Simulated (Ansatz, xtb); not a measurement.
H2O2SiTe: where a starting geometry ends

The starting geometry of this gas-phase singlet was built from a drawn formula by distance geometry and a force field; its bonds are those of `O=[TeH]#[Si]O`.

```yaml
atoms:
  - { symbol: O, position_ang: [-0.5568, 1.3226, -0.9359] }
  - { symbol: O, position_ang: [0.6729, -3.1986, 0.7461] }
  - { symbol: Si, position_ang: [0.0096, -1.9534, -0.2123] }
  - { symbol: Te, position_ang: [-0.8753, -0.4063, -1.4120] }
  - { symbol: H, position_ang: [-1.8926, -0.7957, -2.7047] }
  - { symbol: H, position_ang: [-0.0225, -3.9357, 0.7564] }
```

Task: Predict what becomes of its bonds when it is optimised with r2SCAN-D4/def2-SVP.

Result: It rearranges to `O[Si]O[TeH]`. Distances that change by over a tenth: O1–Te4 (1.82 → 2.04 Å). Contacts that open: Si3–Te4 (2.15 → 3.39 Å). Contacts that close: O1–Si3 (3.40 → 1.65 Å).

The energy falls by 7.68 eV over 29 steps:

```
step  E − E(last) (eV)
   1             7.682
   4             4.288
   7             3.661
  10             3.181
  13             2.797
  17             0.877
  20             0.533
  23             0.113
  26             0.001
  29             0.000
```

Final geometry (Å):

```xyz
6

O     0.0662   -0.0654   -0.5180
O    -0.3345   -2.5639   -0.0315
Si    0.5014   -1.2320    0.5644
Te   -1.1299   -0.0504   -2.1679
H    -1.5421   -1.6660   -2.0694
H    -0.2258   -3.3894    0.4599
```

From the same start GFN2-xTB ends elsewhere, differing in Si3–Te4 (2.73 against 3.39 Å here).

The end wasn't checked by frequencies. Atoms past krypton carry core potentials, without spin–orbit terms. Run with Ansatz 0.2.0, 44 s on 2 threads of Arm Neoverse V2 (shared host).
